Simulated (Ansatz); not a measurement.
Geometry optimisation, RKS r2SCAN-D4/STO-3G (Ansatz 0.2.0).

Input file:

```yaml
crystal:
  periodic: [false, false, false]
  atoms:
    - { symbol: Si, position_ang: [-1.1612, -2.6101, -0.39] }
    - { symbol: Al, position_ang: [0.8854, -1.6389, 0.1317] }
    - { symbol: Si, position_ang: [1.0521, 0.7058, 0.2712] }
    - { symbol: Si, position_ang: [0.5804, 1.6041, -1.6809] }
    - { symbol: Si, position_ang: [-0.3201, 1.4253, 1.8379] }
    - { symbol: H, position_ang: [-1.6503, -3.429, 0.6896] }
    - { symbol: H, position_ang: [-1.0749, -3.3361, -1.6439] }
    - { symbol: H, position_ang: [-2.1413, -1.4573, -0.5863] }
    - { symbol: H, position_ang: [2.1587, -2.5586, 0.4287] }
    - { symbol: H, position_ang: [2.4657, 1.0862, 0.6492] }
    - { symbol: H, position_ang: [1.4109, 1.1082, -2.6998] }
    - { symbol: H, position_ang: [-0.8502, 1.195, -1.9834] }
    - { symbol: H, position_ang: [0.5332, 3.0857, -1.606] }
    - { symbol: H, position_ang: [-1.7156, 1.0394, 1.5157] }
    - { symbol: H, position_ang: [0.0429, 0.8251, 3.1544] }
    - { symbol: H, position_ang: [-0.2386, 2.9327, 1.9562] }
basis:
  gaussian: { orbitals: STO-3G }
hamiltonian:
  xc: r2scan
  dispersion: d4
relax:
  f_tol: 0.015
  max_steps: 40
output:
  orbitals: {}
```

Run as:

```bash
$ ansatz run input.yaml --threads 1 --pin off --max-ram 2048MiB --backend cpu --events-out ev --progress --plain --runs-dir out
```

Problem. Where does it end, and by what steps?

Solution. It converged. Limits of this set-up: minimal basis. After 5 steps the energy has fallen by 0.614 eV; H8 moved furthest, 0.34 Å.

| step | energy less start (eV) | largest force component (eV/Å) | accepted |
| --- | --- | --- | --- |
| 0 | 0.0000 | 2.873 | yes |
| 1 | -0.4987 | 1.000 | yes |
| 2 | -0.5995 | 0.249 | yes |
| 3 | -0.6119 | 0.293 | yes |
| 4 | -0.6143 | 0.027 | yes |
| 5 | -0.6144 | 0.005 | yes |

```xyz
16
Properties=species:S:1:pos:R:3
Si -1.148 -2.687 -0.394
Al 0.840 -1.656 0.128
Si 1.021 0.626 0.275
Si 0.549 1.670 -1.667
Si -0.293 1.509 1.879
H -1.596 -3.586 0.651
H -1.053 -3.500 -1.589
H -2.250 -1.777 -0.626
H 2.055 -2.509 0.381
H 2.375 1.025 0.614
H 1.431 1.237 -2.729
H -0.801 1.385 -2.104
H 0.672 3.108 -1.566
H -1.690 1.225 1.632
H 0.020 0.960 3.182
H -0.158 2.946 1.976
```

The run took 49 s on 1 thread of Arm Neoverse V2 (shared host), peak memory 0.16 GiB.
